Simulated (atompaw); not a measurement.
**Before and after: PAW (atompaw) potential for Tl**

* Element: thallium
* Generator: atompaw 4.2.0.5
* Type: PAW
* Functional: PBE
* Relativity: scalar-relativistic
* Frozen core: [Kr] 4d10 4f14
* Valence charge: 21
* Reference configuration: 5s2 5p6 5d10 6s1 6p2
* Partial waves: 5s (bound): rc 1.10 bohr; 6s (bound): rc 1.40 bohr; 5p (bound): rc 1.85 bohr; 6p (bound): rc 2.15 bohr; 5d (bound): rc 2.15 bohr; 5d channel at 2.65 Ry: rc 2.15 bohr
* Local potential: troulliermartins scheme with l = 3 at 0.5 Ry, radius 1.50 bohr
* Core correction: smooth core density matched at 1.15 bohr
* Augmentation charge: sinc compensation charge, radius 1.80 bohr; PAW radius 2.15 bohr; waves and projectors: modrrkj vanderbiltortho

Change: wave 5s (bound): rc 1.10 bohr becomes 5s (bound): rc 2.02 bohr.

Cutoffs: the cutoffs (Ry, on a coarse ladder) from which the occupation-weighted sum of valence levels, in a spherical-Bessel basis at the reference potential, stays within 10 and 1 mRy of its value at 400 Ry; they do not see the model core or the augmentation charge, which bear on the density cutoff.

Task: What does the change do?

Result: The potential gets softer (40 Ry and 80 Ry → 35 Ry and 55 Ry); the range in which the s phases agree narrows (upper end at the end of the scan → 0.9); neither file shows a bound ghost.

| quantity | base | changed |
| --- | --- | --- |
| cutoff, loose | 40 Ry | 35 Ry |
| cutoff, tight | 80 Ry | 55 Ry |
| loose cutoff by channel (10 mRy a level) | s 25 Ry, p 21 Ry, d 18 Ry | s 21 Ry, p 21 Ry, d 18 Ry |
| bound ghosts | none | none |
| s: phases at 2.16 bohr within 0.05 rad from the reference energy up to (Ry; the scan ends near 5) | to the end of the scan | 0.9 |
| p: phases at 2.16 bohr within 0.05 rad from the reference energy up to (Ry; the scan ends near 5) | 0.1 | 0.1 |
| d: phases at 2.16 bohr within 0.05 rad from the reference energy up to (Ry; the scan ends near 5) | 1.7 | 1.7 |
| lowest overlap eigenvalue by channel | s 0.35, p 1.00, d 1.00 | s 0.63, p 1.00, d 1.00 |

 The cutoffs see the waves, projectors and local potential, not the compensation charge or the core.
